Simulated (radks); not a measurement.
Values are calculated unless marked as measured or tabulated.
Question: Species: Rh32+. Configuration: [Ne] 3s2 3p1 (the NIST ground configuration). Code: a radial shooting solver on a logarithmic mesh with Libxc functionals. Model: scalar-relativistic Kohn-Sham, r2SCAN, spin-polarised, spherical densities, finite nucleus; open shells are filled with parallel spins first (spin-orbit coupling, left out, can overturn this in heavy ions); meta-GGA in the generalised Kohn-Sham scheme; Fermi nuclear charge, rms radius 4.4945 fm. Some entries of the table are withheld. Estimate them.

orbital,occ.,eigenvalue (hartree),r(max) (bohr)
1s up,1,-913.4604,0.02117
1s down,1,-913.3512,0.02117
2s up,1,(1),0.1188
2s down,1,(2),0.1188
2p up,3,-173.0548,0.09490
2p down,3,-172.9492,0.09495
3s up,1,-72.55431,0.3228
3s down,1,-72.13191,0.3229
3p up,1,-68.59197,0.3106
3p down,0,-68.17939,0.3106

Answer: 
(1) 2s up eigenvalue (hartree): -185.2840
(2) 2s down eigenvalue (hartree): -185.2286
